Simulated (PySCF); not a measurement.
# C2H7NSi

C2H7NSi is a carbene (divalent C1, bonded to 1 C + 1 N), neutral, singlet. The structure, one conformer, was relaxed in the gas phase by PBE0-D3(BJ)/def2-SVP. No frequency run checks that it is a minimum.

The strong deshielding of the divalent centre rests on a low-lying excitation, and density functionals tend to overstate it.

SMILES: N[C]C[SiH3]

Coordinates in Å:
```
C1     -0.204   -1.167    0.472
C2      0.622   -0.281   -0.369
Si3     0.625    1.411    0.495
N4     -1.327   -1.509   -0.102
H5      0.319   -0.167   -1.437
H6      1.681   -0.587   -0.328
H7      1.290    1.323    1.825
H8     -0.772    1.914    0.666
H9      1.370    2.384   -0.364
H10    -1.598   -1.241   -1.060
H11    -2.006   -2.083    0.390
```

Shieldings: GIAO PBE0/pcSseg-2. Shifts are against computed references at the same level: C TMS (σ 184.1 ppm), H TMS (σ 31.24 ppm), Si TMS (σ 341.3 ppm). Core levels by delta-SCF with SCAN, pcX-2 on the ionised atom and pcseg-1 elsewhere, spin-free X2C (2p3/2 is the spin-free 2p value less a third of a first-order spin-orbit splitting); from the vacuum level, for chosen atoms.

**Question.** Give the shieldings and core levels atom by atom.

**Answer.** 
```tsv
atoms	bonded to	σ (ppm)	δ (ppm)	core level (eV)
C1	1 C + 1 N	-172.6	356.7	1s 290.98
C2	1 C + 1 Si + 2 H	137.7	46.5	1s 290.35
Si3	1 C + 3 H	409.5	-68.3	2p3/2 106.67
N4	1 C + 2 H	76.2	-	1s 406.41
H5	1 C	29.16	2.08	-
H6	1 C	27.50	3.75	-
H7 H8 H9	1 Si	27.29	3.96	-
H10	1 N	22.65	8.59	-
H11	1 N	23.28	7.97	-
```

Values are those of this one static structure, with the three H of a rotating XH3 group averaged; atoms that internal rotation interchanges would show their mean in an NMR spectrum.

The core-hole state of C1 is spin-contaminated (⟨S²⟩ 0.82 against 0.75 for a pure doublet), so that value and differences from it are less sure.

**Question.** Which of C1, C2 holds its core electrons tightest, and by how much against the loosest?

**Answer.** C1 (bonded to 1 C + 1 N), by 0.63 eV over C2 (bonded to 1 C + 1 Si + 2 H).

**Question.** By CAM-B3LYP/def2-SVPD (TDDFT singlets, Tamm-Dancoff triplets, ionisation by delta-SCF), where does absorption start, and what does vertical ionisation take?

**Answer.** The lowest singlet lies at 3.73 eV (f 0.009), the strongest of the first 6 at 6.60 eV (f 0.155), the lowest triplet at 2.39 eV; vertical ionisation takes 8.11 eV.
